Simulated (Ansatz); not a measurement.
Ansatz (an electronic-structure program) input (B3LYP-D3(BJ)/def2-TZVP):

Ansatz 0.2 input:
```yaml
crystal:
  periodic: [false, false, false]
  atoms:
    - {symbol: B, position_ang: [-0.04033935, 0.35635529, -0.03760708]}
    - {symbol: C, position_ang: [1.46114194, 0.05076498, -0.04068404]}
    - {symbol: C, position_ang: [-1.10732276, -0.80832786, 0.15183336]}
    - {symbol: O, position_ang: [-0.50830808, 1.61774446, -0.19369872]}
    - {symbol: H, position_ang: [1.85908775, -0.94255404, 0.07972212]}
    - {symbol: H, position_ang: [2.22232053, 0.80757736, -0.16319822]}
    - {symbol: H, position_ang: [-2.12683540, -0.43468876, 0.12958044]}
    - {symbol: H, position_ang: [-1.00925619, -1.56112793, -0.62841727]}
    - {symbol: H, position_ang: [-0.96043670, -1.32409828, 1.09920527]}
    - {symbol: H, position_ang: [0.15242744, 2.30162013, -0.30560333]}
basis:
  gaussian:
    orbitals: def2-TZVP
hamiltonian:
  xc: b3lyp
  dispersion: d3bj
magnetization: {spin_polarized: true, initial_magnetization: 1}
relax: {f_tol: 0.002, max_steps: 150}
```

Output:

```
Functional definition: B3LYP
integrals: 0.06 GiB planned
944 factors; their error is unknown
mean field: 0.78 GiB planned
mean field evaluation 1: about -4886.2614 eV, gradient 5.3e1 eV
mean field evaluation 2: about -4877.2928 eV, gradient 7.0e1 eV
mean field evaluation 4: about -4897.7369 eV, gradient 3.4e0 eV
mean field evaluation 8: about -4897.7885 eV, gradient 4.6e-2 eV
mean field evaluation 16: about -4897.7769 eV, gradient 7.1e-5 eV
mean field -4897.77690127 eV, -179.9899812894 hartree, gradient 1.5e-5 eV, S^2 0.753128; 0 other end points of the search recorded, 0 dependent functions left out
the calculation of the forces begins
reference -4897.77715456 eV, -179.9899905975 hartree; 16, 15 occupied and 144, 145 virtual orbitals, 944 factors
relax step   1: F+E_penalty+E_count = -4898.03798093 eV  Δ(F+E_penalty+E_count) = +0.000e0 eV  max|allowed force component| = 9.392e-1 eV/Å  Δτ_max = 0.0000 Å  (31 SCF iters, accepted)
these checks for a lower state are left out or cut short: starts, cluster_reference, orbital_swaps, neighbouring_geometries, increment
integrals: 0.06 GiB planned
944 factors; their error is unknown
mean field: 0.79 GiB planned
mean field -4897.79258135 eV, -179.9905575216 hartree, gradient 1.6e-5 eV, S^2 0.753176; 0 other end points of the search recorded, 0 dependent functions left out
the calculation of the forces begins
reference -4897.79283497 eV, -179.9905668420 hartree; 16, 15 occupied and 144, 145 virtual orbitals, 944 factors
relax step   2: F+E_penalty+E_count = -4898.05329053 eV  Δ(F+E_penalty+E_count) = -1.531e-2 eV  max|allowed force component| = 4.161e-1 eV/Å  Δτ_max = 0.0124 Å  (33 SCF iters, accepted)
these checks for a lower state are left out or cut short: starts, cluster_reference, orbital_swaps, neighbouring_geometries, increment
integrals: 0.06 GiB planned
944 factors; their error is unknown
mean field: 0.78 GiB planned
mean field evaluation 32: about -4897.7966 eV, gradient 1.6e-5 eV
mean field -4897.79661755 eV, -179.9907058491 hartree, gradient 1.6e-5 eV, S^2 0.753203; 0 other end points of the search recorded, 0 dependent functions left out
the calculation of the forces begins
reference -4897.79687102 eV, -179.9907151639 hartree; 16, 15 occupied and 144, 145 virtual orbitals, 944 factors
relax step   3: F+E_penalty+E_count = -4898.05732715 eV  Δ(F+E_penalty+E_count) = -4.037e-3 eV  max|allowed force component| = 5.695e-2 eV/Å  Δτ_max = 0.0124 Å  (34 SCF iters, accepted)
these checks for a lower state are left out or cut short: starts, cluster_reference, orbital_swaps, neighbouring_geometries, increment
integrals: 0.06 GiB planned
944 factors; their error is unknown
mean field: 0.79 GiB planned
mean field -4897.79695920 eV, -179.9907184045 hartree, gradient 1.6e-5 eV, S^2 0.753206; 0 other end points of the search recorded, 0 dependent functions left out
the calculation of the forces begins
reference -4897.79721259 eV, -179.9907277165 hartree; 16, 15 occupied and 144, 145 virtual orbitals, 944 factors
relax step   4: F+E_penalty+E_count = -4898.05766539 eV  Δ(F+E_penalty+E_count) = -3.382e-4 eV  max|allowed force component| = 3.641e-2 eV/Å  Δτ_max = 0.0085 Å  (34 SCF iters, accepted)
these checks for a lower state are left out or cut short: starts, cluster_reference, orbital_swaps, neighbouring_geometries, increment
integrals: 0.06 GiB planned
944 factors; their error is unknown
mean field: 0.78 GiB planned
mean field -4897.79705615 eV, -179.9907219674 hartree, gradient 1.6e-5 eV, S^2 0.753207; 0 other end points of the search recorded, 0 dependent functions left out
the calculation of the forces begins
reference -4897.79730943 eV, -179.9907312752 hartree; 16, 15 occupied and 144, 145 virtual orbitals, 944 factors
relax step   5: F+E_penalty+E_count = -4898.05782610 eV  Δ(F+E_penalty+E_count) = -1.607e-4 eV  max|allowed force component| = 3.838e-3 eV/Å  Δτ_max = 0.0076 Å  (34 SCF iters, accepted)
these checks for a lower state are left out or cut short: starts, cluster_reference, orbital_swaps, neighbouring_geometries, increment
integrals: 0.06 GiB planned
944 factors; their error is unknown
mean field: 0.78 GiB planned
mean field -4897.79704673 eV, -179.9907216214 hartree, gradient 1.2e-5 eV, S^2 0.753206; 0 other end points of the search recorded, 0 dependent functions left out
the calculation of the forces begins
reference -4897.79730000 eV, -179.9907309288 hartree; 16, 15 occupied and 144, 145 virtual orbitals, 944 factors
relax step   6: F+E_penalty+E_count = -4898.05782836 eV  Δ(F+E_penalty+E_count) = -2.263e-6 eV  max|allowed force component| = 1.376e-3 eV/Å  Δτ_max = 0.0008 Å  (25 SCF iters, accepted)
integrals: 0.06 GiB planned
944 factors; their error is unknown
mean field: 0.78 GiB planned
mean field evaluation 64: about -4897.7970 eV, gradient 4.3e-2 eV
mean field -4897.79704673 eV, -179.9907216214 hartree, gradient 1.2e-5 eV, S^2 0.753206; 1 other end points of the search recorded, 0 dependent functions left out
the calculation of the forces begins
reference -4897.79730000 eV, -179.9907309288 hartree; 16, 15 occupied and 144, 145 virtual orbitals, 944 factors
Total energy: -4898.05808163 eV, -180.0003144769 hartree
Atom 0 at    -0.051301     0.338634    -0.034529 Å, force    -0.000721     0.001376    -0.000283 eV/Å
Atom 1 at     1.466330     0.056891    -0.041490 Å, force    -0.000086    -0.000338     0.000206 eV/Å
Atom 2 at    -1.116729    -0.801847     0.151129 Å, force     0.001063     0.000777    -0.000240 eV/Å
Atom 3 at    -0.517090     1.620207    -0.193661 Å, force    -0.001112    -0.000508     0.000167 eV/Å
Atom 4 at     1.877753    -0.939282     0.080808 Å, force     0.000147     0.000007    -0.000058 eV/Å
Atom 5 at     2.219945     0.830527    -0.168232 Å, force     0.001078    -0.000196    -0.000038 eV/Å
Atom 6 at    -2.141058    -0.428596     0.129432 Å, force    -0.000432     0.000223     0.000280 eV/Å
Atom 7 at    -1.012012    -1.562790    -0.629264 Å, force     0.000085    -0.000610     0.000458 eV/Å
Atom 8 at    -0.962734    -1.326855     1.099670 Å, force    -0.000363    -0.000656    -0.000412 eV/Å
Atom 9 at     0.179374     2.276376    -0.302731 Å, force     0.000341    -0.000074    -0.000080 eV/Å
Dipole moment:     0.347777     0.057240    -0.017932 e Å
```

It need not be the lowest isomer of its formula.
